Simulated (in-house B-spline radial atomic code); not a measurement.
Ionisation energies along the 19-electron series, configuration [Ar] 3d1, as differences of self-consistent energies. NIST's values go from ground level to ground level; the uncertainty of those that are theory runs from under 0.1 % in few-electron ions to several per cent in heavy many-electron ones. Computed with an all-electron radial atomic-structure program (B-spline basis): non-relativistic Hartree-Fock, average of the configuration, point nuclei.

This level leaves out relativity, spin-orbit splitting included, which matters for heavy ions.

| ion | configuration after | ionisation energy (eV) | IE/(q+1)² (eV) | -ε less Coulomb ΔSCF (eV) | tabulated value (eV) | tabulated kind | computed minus tabulated (eV) |
| --- | --- | --- | --- | --- | --- | --- | --- |
| Zr21+ | [Ne] 3s2 3p6 | 921.7 | 1.9044 | 1.5749 | 922 | tabulated theory | -0.3 |
| Nb22+ | [Ne] 3s2 3p6 | 999.8 | 1.8899 | 1.5841 | 1000 | tabulated theory | -0.2 |
| Mo23+ | [Ne] 3s2 3p6 | 1080.8 | 1.8765 | 1.5926 | 1082 | tabulated theory | -1.2 |
| Tc24+ | [Ne] 3s2 3p6 | 1164.9 | 1.8639 | 1.6006 | 1166 | tabulated theory | -1.1 |
| Ru25+ | [Ne] 3s2 3p6 | 1252.1 | 1.8522 | 1.608 | 1253 | tabulated theory | -0.9 |
| Rh26+ | [Ne] 3s2 3p6 | 1342.3 | 1.8413 | 1.615 | 1344 | tabulated theory | -1.7 |
| Pd27+ | [Ne] 3s2 3p6 | 1435.5 | 1.831 | 1.6216 | 1438 | tabulated theory | -2.5 |
| Ag28+ | [Ne] 3s2 3p6 | ? | ? | ? | ? | tabulated theory | ? |
| Cd29+ | [Ne] 3s2 3p6 | 1631.0 | 1.8123 | 1.6337 | 1635 | tabulated theory | -4.0 |
| In30+ | [Ne] 3s2 3p6 | 1733.4 | 1.8037 | 1.6393 | 1738 | tabulated theory | -4.6 |
| Sn31+ | [Ne] 3s2 3p6 | 1838.7 | 1.7956 | 1.6445 | 1844 | tabulated theory | -5.3 |
| Sb32+ | [Ne] 3s2 3p6 | 1947.1 | 1.788 | 1.6495 | 1954 | tabulated theory | -6.9 |
| Te33+ | [Ne] 3s2 3p6 | ? | ? | ? | ? | tabulated theory | ? |
| I34+ | [Ne] 3s2 3p6 | 2172.9 | 1.7738 | 1.6588 | 2181 | tabulated theory | -8.1 |
| Xe35+ | [Ne] 3s2 3p6 | 2290.4 | 1.7673 | 1.6631 | 2300 | tabulated theory | -9.6 |
| Cs36+ | [Ne] 3s2 3p6 | ? | ? | ? | ? | tabulated theory | ? |
| Ba37+ | [Ne] 3s2 3p6 | 2534.4 | 1.7552 | 1.6711 | 2547 | tabulated theory | -12.6 |
| La38+ | [Ne] 3s2 3p6 | 2661.0 | 1.7495 | 1.6749 | 2674 | tabulated theory | -13.0 |
| Ce39+ | [Ne] 3s2 3p6 | 2790.6 | 1.7441 | 1.6785 | 2806 | tabulated theory | -15.4 |
| Pr40+ | [Ne] 3s2 3p6 | 2923.2 | 1.739 | 1.6819 | 2941 | tabulated theory | -17.8 |

Question: Fill in the row of Ag28+.

Answer: ionisation energy (eV): 1531.7; IE/(q+1)² (eV): 1.8213; -ε less Coulomb ΔSCF (eV): 1.6278; tabulated value (eV): 1535; computed minus tabulated (eV): -3.3.

Question: Fill in the row of Te33+.

Answer: ionisation energy (eV): 2058.5; IE/(q+1)² (eV): 1.7807; -ε less Coulomb ΔSCF (eV): 1.6543; tabulated value (eV): 2066; computed minus tabulated (eV): -7.5.

Question: Fill in the row of Cs36+.

Answer: ionisation energy (eV): 2410.9; IE/(q+1)² (eV): 1.7611; -ε less Coulomb ΔSCF (eV): 1.6672; tabulated value (eV): 2422; computed minus tabulated (eV): -11.1.
